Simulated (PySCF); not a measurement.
PySCF 2.14 output of a UHF calculation on a single atom or ion in x2c-TZVPall (6s5p4d1f, 48 functions), with the spin-free X2C one-electron Hamiltonian (Gaussian nucleus):

```
SCF conv_tol = 1e-09
number electrons alpha = 17  beta = 15
cycle= 1 E= -2258.66291217362  delta_E= -0.00329  |g|= 0.0207  |ddm|= 0.052
cycle= 2 E= -2258.66330636061  delta_E= -0.000394  |g|= 0.00745  |ddm|= 0.0176
cycle= 3 E= -2258.66336664995  delta_E= -6.03e-05  |g|= 0.000427  |ddm|= 0.0101
cycle= 4 E= -2258.6633668023  delta_E= -1.52e-07  |g|= 0.000172  |ddm|= 0.000799
cycle= 5 E= -2258.6633668089  delta_E= -6.6e-09  |g|= 2.71e-05  |ddm|= 0.000162
cycle= 6 E= -2258.6633668097  delta_E= -7.97e-10  |g|= 3.79e-06  |ddm|= 0.000108
converged SCF energy = -2258.6633668097  <S^2> = 2.0088562  2S+1 = 3.0058984
```

The run itself started from symmetry-adapted Hartree-Fock orbitals and held the occupation by maximum overlap, so the iterations belong to that start.

Q: Which element, charge and spin multiplicity is this?

A: As⁺ (arsenic, charge +1), multiplicity 3; the state was [Ar] 3d10 4s2 4p2, high-spin 3P determinant.
